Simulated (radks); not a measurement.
Q: These are the eigenvalues of the occupied orbitals of an atom or ion with whole-number occupations (hartree). Calculated with a radial shooting solver on a logarithmic mesh with Libxc functionals: scalar-relativistic Kohn-Sham, r2SCAN, spin-polarised, spherical densities, finite nucleus; meta-GGA in the generalised Kohn-Sham scheme; Fermi nuclear charge, rms radius of each element as measured or else 0.836 A^(1/3) + 0.57 fm.

orbital  eigenvalue
1s        -695.1108
2s        -99.72124
2p        -89.20647
3s        -18.79186
3p        -15.31924
3d         -9.66488
4s         -4.43679
4p         -3.48421

Which element is it, and in what charge state? The configuration may be excited. Open shells, if any, are filled with parallel spins first.

A: Z = 41, niobium, charge +5: Nb5+ in [Kr]. The list shows which subshells hold electrons but not how many an open one holds; the 1s level, -695.11 hartree, gives Z - s = 37.3 by -(Z - s)^2/2, which with screening and relativity narrows Z to a few neighbours, and the depths of the outer levels then fix element, charge and occupations together.
